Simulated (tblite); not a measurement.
C₈H₈O.
Atom-mapped SMILES: `[CH2:1]=[C:2]1[C:3](=[CH2:4])[C:5]([CH:6]=[O:7])=[C:8]1[CH3:9]` (hydrogens: H10, H11 on C1; H12, H13 on C4; H14 on C6; H15, H16, H17 on C9)

Computed with GFN2-xTB (tblite), gas phase: Langevin dynamics at 600 K from the optimised GFN2-xTB geometry, time step 0.5 fs, friction 0.01 fs⁻¹, 2000 steps. The instantaneous temperature is 2·E(kin)/(3Nk) with all 3N coordinates.

| t (fs) | T (K) | E(pot) above start (eV) | C1=C2 (Å) | C2–C3 (Å) | C3=C4 (Å) | C3–C5 (Å) | C5–C6 (Å) | C1–H10 (Å) | C3–C5–C6–O7 (°) |
| --- | --- | --- | --- | --- | --- | --- | --- | --- | --- |
| 0 | 518 | 0.000 | 1.325 | 1.494 | 1.320 | 1.481 | 1.440 | 1.076 | 180 |
| 25 | 336 | 0.858 | 1.283 | 1.497 | 1.295 | 1.489 | 1.416 | 1.066 | 173 |
| 50 | 456 | 0.754 | 1.327 | 1.521 | 1.361 | 1.521 | 1.455 | 1.111 | 163 |
| 75 | 500 | 0.777 | 1.372 | 1.434 | 1.302 | 1.529 | 1.422 | 1.059 | 157 |
| 100 | 470 | 0.973 | 1.309 | 1.468 | 1.283 | 1.523 | 1.440 | 1.070 | 158 |
| 125 | 517 | 0.902 | 1.329 | 1.513 | 1.364 | 1.451 | 1.528 | 1.094 | -179 |
| 150 | 522 | 0.982 | 1.281 | 1.530 | 1.358 | 1.448 | 1.447 | 1.026 | -172 |
| 175 | 654 | 0.816 | 1.311 | 1.512 | 1.297 | 1.484 | 1.436 | 1.082 | -168 |
| 200 | 506 | 1.015 | 1.391 | 1.582 | 1.354 | 1.478 | 1.464 | 1.105 | -170 |
| 225 | 480 | 1.331 | 1.326 | 1.398 | 1.345 | 1.438 | 1.438 | 1.022 | -155 |
| 250 | 463 | 1.116 | 1.328 | 1.564 | 1.317 | 1.498 | 1.482 | 1.083 | -168 |
| 275 | 534 | 1.024 | 1.301 | 1.515 | 1.324 | 1.515 | 1.440 | 1.140 | 178 |
| 300 | 518 | 1.149 | 1.356 | 1.464 | 1.349 | 1.458 | 1.569 | 1.062 | 165 |
| 325 | 639 | 0.946 | 1.303 | 1.477 | 1.337 | 1.417 | 1.446 | 1.123 | 159 |
| 350 | 742 | 1.067 | 1.322 | 1.492 | 1.310 | 1.447 | 1.439 | 1.072 | 142 |
| 375 | 630 | 1.474 | 1.344 | 1.477 | 1.290 | 1.566 | 1.442 | 1.034 | 128 |
| 400 | 535 | 1.065 | 1.318 | 1.513 | 1.351 | 1.481 | 1.484 | 1.139 | 131 |
| 425 | 650 | 1.091 | 1.301 | 1.474 | 1.325 | 1.480 | 1.477 | 1.161 | 131 |
| 450 | 620 | 1.537 | 1.337 | 1.566 | 1.317 | 1.462 | 1.407 | 1.015 | 120 |
| 475 | 637 | 1.185 | 1.394 | 1.467 | 1.348 | 1.491 | 1.387 | 1.095 | 141 |
| 500 | 827 | 1.270 | 1.342 | 1.453 | 1.301 | 1.515 | 1.438 | 1.113 | 145 |
| 525 | 747 | 1.222 | 1.302 | 1.478 | 1.331 | 1.498 | 1.427 | 1.135 | 161 |
| 550 | 685 | 1.522 | 1.317 | 1.453 | 1.320 | 1.500 | 1.518 | 1.054 | 163 |
| 575 | 656 | 1.580 | 1.350 | 1.584 | 1.313 | 1.452 | 1.469 | 1.049 | -175 |
| 600 | 696 | 1.319 | 1.330 | 1.534 | 1.329 | 1.460 | 1.455 | 1.105 | 168 |
| 625 | 616 | 1.101 | 1.290 | 1.486 | 1.355 | 1.492 | 1.446 | 1.129 | -173 |
| 650 | 634 | 1.156 | 1.359 | 1.480 | 1.313 | 1.500 | 1.398 | 1.098 | 175 |
| 675 | 541 | 1.401 | 1.349 | 1.500 | 1.312 | 1.547 | 1.380 | 1.063 | -174 |
| 700 | 587 | 1.142 | 1.360 | 1.508 | 1.340 | 1.526 | 1.462 | 1.074 | -164 |
| 725 | 687 | 1.124 | 1.284 | 1.456 | 1.312 | 1.497 | 1.442 | 1.025 | -149 |
| 750 | 621 | 1.269 | 1.336 | 1.536 | 1.332 | 1.502 | 1.464 | 1.116 | -173 |
| 775 | 564 | 1.362 | 1.327 | 1.468 | 1.303 | 1.483 | 1.421 | 1.102 | 176 |
| 800 | 534 | 1.436 | 1.348 | 1.587 | 1.357 | 1.463 | 1.438 | 1.023 | 169 |
| 825 | 573 | 1.130 | 1.309 | 1.554 | 1.350 | 1.439 | 1.388 | 1.121 | 173 |
| 850 | 490 | 1.355 | 1.332 | 1.494 | 1.352 | 1.449 | 1.454 | 1.078 | 162 |
| 875 | 563 | 1.176 | 1.339 | 1.536 | 1.299 | 1.499 | 1.479 | 1.070 | 153 |
| 900 | 944 | 0.802 | 1.295 | 1.452 | 1.340 | 1.499 | 1.452 | 1.073 | 151 |
| 925 | 825 | 0.883 | 1.337 | 1.494 | 1.324 | 1.474 | 1.445 | 1.089 | 169 |
| 950 | 805 | 0.786 | 1.316 | 1.513 | 1.320 | 1.528 | 1.369 | 1.080 | -170 |
| 975 | 520 | 1.500 | 1.433 | 1.452 | 1.362 | 1.495 | 1.404 | 1.100 | -176 |
| 1000 | 527 | 1.107 | 1.326 | 1.516 | 1.336 | 1.526 | 1.433 | 1.076 | -168 |

Q: From 500 fs on, how do temperature and potential energy compare with equipartition?

A: The mean temperature of these 21 frames is 650 K against the target 600 K, and the mean potential energy 1.22 eV against 45 × kT/2 = 1.16 eV for 45 classical harmonic modes. For 17 atoms in a canonical ensemble the temperature itself scatters by T·√(2/(3N)) = 119 K; here its standard deviation is 119 K. The whole run lasts only 10 friction times of 100 fs, so these averages carry a wide statistical error.

Q: What are the kinetic and total energies of the listed frame with the highest potential energy?

A: The one at 575 fs, 1.580 eV above the start. Its kinetic energy is 3NkT/2 = 1.442 eV at 656 K, so the sum is 3.02 eV; over the listed frames the sum runs from 1.14 to 3.09 eV, since the thermostat adds and removes energy.

Q: How much do the listed bonds fluctuate from 500 fs on?

A: 
```csv
bond,at the start (Å),mean (Å),standard deviation (Å)
C1=C2,1.325,1.332,0.031
C2–C3,1.494,1.502,0.041
C3=C4,1.320,1.329,0.019
C3–C5,1.481,1.493,0.028
C5–C6,1.440,1.437,0.034
C1–H10,1.076,1.084,0.030
```

The motion is classical and holds no zero-point motion.

The cost below is that of the whole dynamics run. The run took 21 s of wall time on Arm Neoverse N1, one thread, shared host with 64 logical CPUs at a one-minute load of 32, and the process peaked at 0.18 GiB of memory.
